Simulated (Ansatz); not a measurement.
Two members of one family (BN nanocrystals, H-capped), computed with Ansatz in the gas phase. A negative affinity means that the extra electron isn't bound at that geometry and level; within about 0.2 eV of zero the sign isn't settled. Binding counts from free atoms in the multiplicity of their measured ground term, without zero-point energy. Sets without diffuse functions give affinities that are too small. A dash marks a value that wasn't run or was left out as unsound. The structures are stationary points that may keep the symmetry of their start. Remarks come from the PBE and PBE0 runs and from stability tests at other levels; not every state was tested. A HOMO above zero means that the electron is unbound at that level and held by the basis, or that self-interaction error raises the level; the energy of removing that electron tells which.

First: B7N7H20, cut from zinc blende (singlet, charge 0, PBE-D4/def2-SVP geometry).

Cartesian coordinates in Å:
```
B 0.5038 2.3597 0.2170
B -1.8901 -1.5565 -0.4305
B -0.8806 0.3711 1.1811
B -0.4100 0.5052 -1.3724
B 2.1481 0.6696 -0.8967
B 0.7598 -1.3135 0.0713
B 1.6760 0.5351 1.6652
N -1.6550 -0.5508 -1.6105
N -0.7029 1.2850 -0.0618
N 1.7873 1.4721 0.4070
N -2.1087 -0.6801 0.8513
N -0.5271 -2.3041 -0.2186
N 0.4212 -0.4633 1.3254
N 0.8737 -0.3344 -1.1296
H 0.2127 2.9796 1.2424
H 0.5849 3.0864 -0.7750
H -2.8261 -2.3272 -0.6429
H -1.2154 0.9641 2.1992
H -0.3716 1.2043 -2.3773
H 2.2247 1.4018 -1.8856
H 3.1477 -0.0346 -0.7448
H 1.7247 -2.0556 0.2097
H 1.3813 1.1619 2.6845
H 2.6775 -0.1696 1.8073
H -2.5083 -0.0063 -1.8060
H -1.4891 -1.0525 -2.4950
H -1.5111 1.9097 -0.1785
H 2.5682 2.1151 0.5849
H -2.9858 -0.1424 0.7851
H -2.2590 -1.2716 1.6823
H -0.5946 -2.9809 0.5561
H -0.3027 -2.8979 -1.0309
H 0.3906 -1.0491 2.1699
H 1.1561 -0.8303 -1.9837
```

```json
{"level": "PBE-D4/def2-SVP", "HOMO (eV)": "-4.84", "LUMO (eV)": "-1.15", "gap (eV)": "3.69", "vertical EA (eV)": "–", "binding per atom (eV)": "4.21"}
{"level": "PBE-D4/def2-TZVP", "HOMO (eV)": "-5.07", "LUMO (eV)": "-1.69", "gap (eV)": "3.38", "vertical EA (eV)": "0.05", "binding per atom (eV)": "4.15"}
{"level": "r2SCAN-D4/def2-TZVP", "HOMO (eV)": "-5.35", "LUMO (eV)": "-1.05", "gap (eV)": "4.30", "vertical EA (eV)": "–", "binding per atom (eV)": "4.06"}
{"level": "PBE0-D4/def2-SVP", "HOMO (eV)": "-6.19", "LUMO (eV)": "-0.24", "gap (eV)": "5.96", "vertical EA (eV)": "–", "binding per atom (eV)": "4.15"}
{"level": "PBE0-D4/def2-TZVP", "HOMO (eV)": "-6.36", "LUMO (eV)": "-0.87", "gap (eV)": "5.49", "vertical EA (eV)": "-0.23", "binding per atom (eV)": "4.09"}
```

Remarks: HOMO above zero (-1 doublet).

Second: B8N8H22, cut from wurtzite (singlet, charge 0, PBE-D4/def2-SVP geometry).

```xyz
38

B     1.1111   -2.6385    0.7777
N     1.8063   -1.4985    1.6759
N     0.2479   -1.8332   -0.2876
B    -0.8786   -0.9810    0.4175
B     1.4403   -0.0149    1.2274
N    -0.1252    0.1339    1.2932
N    -1.7441   -0.2032   -0.6499
B    -2.8967    0.6404    0.0496
B    -0.5282    1.5956    0.8698
N    -2.1131    1.7087    0.9649
B     1.1709   -0.9570   -1.1971
N     1.8296    0.1599   -0.2779
N     0.2454   -0.1985   -2.2454
B    -0.8691    0.7127   -1.5670
B     1.4815    1.6448   -0.7489
N    -0.1064    1.7450   -0.6293
H     0.3796   -3.3254    1.4886
H     1.9841   -3.2942    0.2113
H     1.5585   -1.6210    2.6657
H     2.8289   -1.6034    1.6556
H    -0.1986   -2.5686   -0.8507
H    -1.5906   -1.6958    1.1151
H     2.0152    0.7853    1.9600
H    -0.4008    0.0155    2.2756
H    -2.2531   -0.8880   -1.2239
H    -3.5809   -0.0848    0.7687
H    -3.5580    1.2424   -0.7955
H    -0.0151    2.4465    1.5909
H    -2.3990    1.6160    1.9478
H    -2.3883    2.6656    0.7107
H     2.0112   -1.6246   -1.7950
H     2.8511    0.0899   -0.3592
H    -0.1674   -0.8533   -2.9226
H     0.8586    0.4299   -2.7904
H    -1.5299    1.2733   -2.4381
H     2.0252    2.4697   -0.0209
H     1.8331    1.8120   -1.9292
H    -0.3352    2.6965   -0.9375
```

Question: Estimate the same table for the second.

Answer: 
```
              level  HOMO (eV)  LUMO (eV)  gap (eV)  vertical EA (eV)  binding per atom (eV)
    PBE-D4/def2-SVP      -5.95      -0.07      5.88                 –                   4.29
   PBE-D4/def2-TZVP      -6.10      -0.73      5.37             -0.68                   4.22
r2SCAN-D4/def2-TZVP      -6.36      -0.12      6.24                 –                   4.13
   PBE0-D4/def2-SVP      -7.28       0.86      8.14                 –                   4.23
  PBE0-D4/def2-TZVP      -7.39       0.07      7.46             -1.04                   4.16
```

Remarks: HOMO above zero (-1 doublet).
